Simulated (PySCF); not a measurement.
# One molecule, several mistakes: Al2C2H6

All numbers below are calculated, not measured. They come from PySCF 2.14.0, an open-source quantum chemistry program, on an isolated molecule that a program drew, which may never have been made. The molecule is Al2C2H6 (charge 0, singlet), drawn as the SMILES string `[Al][CH2][CH2][AlH2]`.

Each row is a Hartree-Fock (HF) and frozen-core CCSD(T) single point in the cc-pV(D+d)Z basis, meant for a local HF minimum. Run 1 is clean. Each other run has one planted mistake out of seven kinds, and not every kind appears here: one electron removed, one electron added, multiplicity raised by two, geometry at a saddle point, minimal basis STO-3G, one bond length entered in bohr, all coordinates scaled. The reference is restricted for singlets and unrestricted otherwise, and also for a bond in bohr. Adding or removing an electron swaps singlet and doublet. Electrons count all cores. HOMO and LUMO are orbital energies over both spins, the gradient is its largest component, and the lowest frequency (negative if imaginary) is given only where the gradient is small. Bond lengths are over the 9 bonds as drawn. T1 is the CCSD diagnostic: over 0.02 (restricted) or 0.045 (unrestricted) a single reference is doubtful.

Geometry of the clean run:
```xyz
10
Al2C2H6, angstrom
Al    3.2848    0.8101    0.6778
C     2.5201   -1.0218    0.3373
C     1.2519   -1.4603    1.1195
Al   -0.4401   -0.5776    0.6261
H     2.3560   -1.1228   -0.7489
H     3.3541   -1.7150    0.5512
H     1.3936   -1.2997    2.2013
H     1.0905   -2.5448    1.0375
H    -1.8416   -1.2246    0.9821
H    -0.4022    0.8235   -0.1233
```

```
run,electrons,basis functions,<S^2>,HOMO (eV),LUMO (eV),gradient (hartree/bohr),lowest frequency (cm^-1),mean bond (Å),longest bond (Å),T1,HF (hartree),CCSD(T) (hartree),mistake
1,44,104,0.000,-7.45,1.01,4.8e-06,68,1.4581,2.014,0.0110,-563.01665,-563.49097,no fault
2,44,34,0.000,-3.76,9.12,4.1e-02,-,1.4581,2.014,0.0073,-556.26928,-556.48722,minimal basis STO-3G
3,44,104,0.000,-7.49,0.97,1.5e-02,-,1.4887,2.056,0.0112,-563.01331,-563.49011,all coordinates scaled
4,45,104,0.874,0.16,4.64,1.8e-02,-,1.4581,2.014,0.0890,-562.99301,-563.48361,?
```

**Which mistake was planted in run 4, and what did it cost?**

It counts 45 electrons, one more than the clean run, at the same geometry and basis. So the mistake is: one electron added. Subtracting run 1 and multiplying by 627.51 kcal/mol a hartree, the energy moved by 14.8 kcal/mol in HF and 4.6 kcal/mol in CCSD(T).

Cautions from the logs. Run 4: T1 is over the limit, so its CCSD(T) energy is less reliable and the HOMO is above zero, so the electron isn't bound and the energy depends on the basis.
